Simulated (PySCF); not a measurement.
**SeO₃: calculation against measurement**

Isolated SeO₃, optimised in PySCF with density fitting and no spin–orbit coupling; def2 sets carry scalar-relativistic core potentials from Rb on. It is a singlet of D3h symmetry: PBE0/def2-TZVP Se–O 1.588 Å (×3).

Counting electrons, selenium keeps none of its valence electrons outside its bonds, so the VSEPR class is AX3 and the expected shape is trigonal planar (D3h), as computed.

Measured fundamentals (Jacox, Vibrational and Electronic Energy Levels of Polyatomic Transient Molecules, as compiled in the NIST Chemistry WebBook) beside computed harmonic wavenumbers, in cm⁻¹:

```json
{"mode as compiled": "a2 deform.", "computed symmetry": "a2''", "measured": "356", "medium": "argon matrix", "PBE0/def2-TZVP": "278"}
{"mode as compiled": "e' seo stretch", "computed symmetry": "e'", "measured": "995", "medium": "argon matrix", "PBE0/def2-TZVP": "1071"}
```

**Question.** How close does the calculation come?

**Answer.** Mean absolute differences: PBE0/def2-TZVP 14.8 %. The mean ratio of measured to computed values at PBE0/def2-TZVP is 1.106. Harmonic values should lie a little above fundamentals, yet here they lie below on average; matrices shift bands further, usually down by up to a few per cent. Differences this large suggest that the computed state or structure is not the one observed, or that an assignment is in doubt.
